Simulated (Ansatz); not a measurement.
**Nudged elastic band run: BClH₆Si₂**

The input (input.yaml):

```yaml
crystal:
  periodic: [false, false, false]
  atoms:
    - { symbol: Si, position_ang: [-1.593981, 0.54123, -0.617017] }
    - { symbol: B, position_ang: [0.009121, -0.584361, -0.441862] }
    - { symbol: Si, position_ang: [1.480935, -0.199494, 0.805921] }
    - { symbol: Cl, position_ang: [3.045253, -1.627981, 0.728031] }
    - { symbol: H, position_ang: [-2.773176, -0.255657, -0.352018] }
    - { symbol: H, position_ang: [-1.604801, 1.677104, 0.275662] }
    - { symbol: H, position_ang: [-1.684665, 1.032115, -1.976048] }
    - { symbol: H, position_ang: [0.084787, -1.536323, -1.12471] }
    - { symbol: H, position_ang: [2.096737, 1.082996, 0.522737] }
    - { symbol: H, position_ang: [1.02299, -0.180729, 2.182105] }
basis:
  gaussian: { orbitals: STO-3G }
hamiltonian:
  xc: b3lyp
neb:
  order_check: false
  images: 7
  f_tol: 0.05
  max_iterations: 60
  initial_path: idpp
  final_atoms:
    - { symbol: Si, position_ang: [-1.45063195, 0.5462561, -0.8174364] }
    - { symbol: B, position_ang: [-0.39787887, -0.63251979, 0.34900205] }
    - { symbol: Si, position_ang: [1.52148583, -0.43332975, 0.73973303] }
    - { symbol: Cl, position_ang: [2.38216116, 1.25053227, -0.22013677] }
    - { symbol: H, position_ang: [-2.83227048, 0.14089004, -0.93016756] }
    - { symbol: H, position_ang: [-1.4122481, 1.89667104, -0.29905171] }
    - { symbol: H, position_ang: [-0.86980486, 0.56219466, -2.14251863] }
    - { symbol: H, position_ang: [-0.9115503, -1.54727174, 0.8792889] }
    - { symbol: H, position_ang: [1.77054111, -0.25296639, 2.15714612] }
    - { symbol: H, position_ang: [2.28339646, -1.58155645, 0.28694196] }
```

Launched with:

```bash
$ ansatz run input.yaml --threads 1 --pin off --max-ram 2048MiB --backend cpu --events-out ev --progress --plain --runs-dir out
```

Output, in part (warnings, iteration lines, the closing report on the highest movable image, with atoms numbered from 0):

```
NEB end point (image 0): max|allowed force component| = 1.390e-2 eV/Å (the criterion of neb.relax_end_points is 1.000e-2)
NEB end point (image 8): max|allowed force component| = 7.312e-3 eV/Å (the criterion of neb.relax_end_points is 1.000e-2)
NEB iter   1: max|band force component| = 1.881e0 eV/Å  barrier→ = 0.4468 eV  barrier← = 0.4507 eV  Δτ_max = 0.2000 Å  (178 SCF iters)
NEB iter   2: max|band force component| = 6.395e-1 eV/Å  barrier→ = 0.1640 eV  barrier← = 0.1679 eV  Δτ_max = 0.0892 Å  (159 SCF iters)
NEB iter   3: max|band force component| = 2.022e-1 eV/Å  barrier→ = 0.0940 eV  barrier← = 0.0979 eV  CI = image 5  Δτ_max = 0.1215 Å  (142 SCF iters)
NEB iter   4: max|band force component| = 1.804e-1 eV/Å  barrier→ = 0.0687 eV  barrier← = 0.0727 eV  CI = image 5  Δτ_max = 0.1263 Å  (139 SCF iters)
NEB iter   5: max|band force component| = 1.133e-1 eV/Å  barrier→ = 0.0559 eV  barrier← = 0.0598 eV  CI = image 5  Δτ_max = 0.0416 Å  (144 SCF iters)
NEB iter   6: max|band force component| = 9.784e-2 eV/Å  barrier→ = 0.0545 eV  barrier← = 0.0584 eV  CI = image 5  Δτ_max = 0.0189 Å  (139 SCF iters)
NEB iter   7: max|band force component| = 3.529e-2 eV/Å  barrier→ = 0.0539 eV  barrier← = 0.0578 eV  CI = image 5  Δτ_max = 0.0000 Å  (275 SCF iters)
Total energy: -28725.35050394 eV, -1055.6371602779 hartree
Atom 0 at    -1.374855     0.487803    -0.958544 Å, force     0.001381    -0.004648     0.003171 eV/Å
Atom 1 at    -0.348107    -0.690244     0.232750 Å, force    -0.002539    -0.002810    -0.032500 eV/Å
Atom 2 at     1.375564    -0.200794     1.066913 Å, force     0.016571    -0.000201     0.001062 eV/Å
Atom 3 at     2.763882    -0.193508    -0.545260 Å, force    -0.007374     0.003847     0.016859 eV/Å
Atom 4 at    -2.796671     0.254990    -0.841293 Å, force    -0.001185     0.002216     0.003556 eV/Å
Atom 5 at    -1.119505     1.890256    -0.724460 Å, force     0.001621     0.001831    -0.002389 eV/Å
Atom 6 at    -0.985786     0.182892    -2.320196 Å, force    -0.005081    -0.001805     0.001129 eV/Å
Atom 7 at    -0.741697    -1.781631     0.414664 Å, force    -0.002426     0.002249     0.013166 eV/Å
Atom 8 at     1.407779     1.131608     1.635777 Å, force     0.000394    -0.000746     0.001807 eV/Å
Atom 9 at     1.902595    -1.132472     2.042451 Å, force    -0.001363     0.000066    -0.005863 eV/Å
Dipole moment:    -0.466981    -0.011032     0.392941 e Å
```

The run converged. A vibrational analysis at the climbing image gives one clearly imaginary mode, 44i cm⁻¹: a first-order saddle point. Limits of this set-up: minimal basis.

Final band (atoms are numbered from 1 in the order of the input):

```json
{"image": "0", "path coordinate (Å)": "0.00", "energy (kcal/mol)": "0.0", "dihedral Si1–B2–Si3–Cl4 (°)": "180"}
{"image": "1", "path coordinate (Å)": "0.78", "energy (kcal/mol)": "0.2", "dihedral Si1–B2–Si3–Cl4 (°)": "-159"}
{"image": "2", "path coordinate (Å)": "1.56", "energy (kcal/mol)": "0.6", "dihedral Si1–B2–Si3–Cl4 (°)": "-137"}
{"image": "3", "path coordinate (Å)": "2.34", "energy (kcal/mol)": "1.0", "dihedral Si1–B2–Si3–Cl4 (°)": "-115"}
{"image": "4", "path coordinate (Å)": "3.12", "energy (kcal/mol)": "1.2", "dihedral Si1–B2–Si3–Cl4 (°)": "-93"}
{"image": "5", "path coordinate (Å)": "3.90", "energy (kcal/mol)": "1.2", "dihedral Si1–B2–Si3–Cl4 (°)": "-71"}
{"image": "6", "path coordinate (Å)": "4.71", "energy (kcal/mol)": "0.9", "dihedral Si1–B2–Si3–Cl4 (°)": "-47"}
{"image": "7", "path coordinate (Å)": "5.52", "energy (kcal/mol)": "0.2", "dihedral Si1–B2–Si3–Cl4 (°)": "-23"}
{"image": "8", "path coordinate (Å)": "6.34", "energy (kcal/mol)": "-0.1", "dihedral Si1–B2–Si3–Cl4 (°)": "1"}
```

Time of the run: 100 s on 1 thread of Arm Neoverse V1, on a shared host, peak memory 0.1 GiB.
